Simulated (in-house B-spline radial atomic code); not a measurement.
Configurations of Ni⁶⁺, with energies counted from [Ar] 3d4. Method: non-relativistic r2SCAN0, spin-polarised, spherical fractional occupations, exact exchange averaged over the configuration, point nucleus. Calculated with an all-electron radial atomic-structure program (B-spline basis). Shells without spins written out take the highest spin.

Occupations are held fixed; configurations that lie above the ionisation limit could autoionise.

```tsv
configuration	E - E(ref) (eV)	highest orbital	its <r> (bohr)
[Ar] 3d3 4s1	48.77	4s up	1.697
[Ne] 3s2 3p5 3d4 4s1	106.03	4s up	1.691
[Ne] 3s2 3p5 3d4 4f1	149.7	4f up	2.369
```

Question: Order these further configurations by energy, lowest first.
A. [Ar] 3d3 4f1
B. [Ne] 3s2 3p5 3d5
C. [Ne] 3s2 3p5 3d4 4p1
D. [Ar] 3d3 4p1

Answer: B (56.095 eV), D (60.326 eV), A (92.269 eV), C (117.62 eV).
